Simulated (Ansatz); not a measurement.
Stepwise reaction of `O[SiH](F)[SiH2]F` with hydrogen, as a gas-phase model of exchange steps in deposition or etching. ΔE in kJ/mol.

Program: Ansatz. Geometries: PBE0-D4/def2-TZVP. ΔE: electronic, gas phase. CBS: MP2 limit from def2 TZ/QZ plus the TZ coupled-cluster correction, frozen cores. This one scheme is used for every species. DFT in def2-TZVPP. B3LYP here is the variant with VWN-RPA as its local correlation; programs differ in this. Each species was taken in one conformer, which may not be the lowest.

| step | reaction | PBE-D4 | B3LYP-D4 | ωB97M-V | CCSD(T)/CBS |
| --- | --- | --- | --- | --- | --- |
| 1 | `O[SiH](F)[SiH2]F` + H₂ → `O[SiH2][SiH2]F` + H–F | 126.1 | 133.0 | 132.9 | 128.0 |

**Question.** Give the row of step 2, `O[SiH2][SiH2]F` + H₂ → `O[SiH2][SiH3]` + H–F. (Best estimate.)

**Answer.** Computed: 
```tsv
step	reaction	PBE-D4	B3LYP-D4	ωB97M-V	CCSD(T)/CBS
2	`O[SiH2][SiH2]F` + H₂ → `O[SiH2][SiH3]` + H–F	89.8	101.7	100.1	97.4
```

**Question.** By hand: ΔE of the 2 steps together at CCSD(T)/CBS.

**Answer.** (128.0) + (97.4) = 225.4 kJ/mol, or 112.7 kJ/mol a step.

In ΔE each step is lower than the one before. All are uphill at CCSD(T)/CBS. PBE-D4 differs from CCSD(T)/CBS by -7.6 to -1.9 kJ/mol a step. Isolated molecules leave out the surface, adducts and barriers. Largest T1 diagnostic: 0.012.
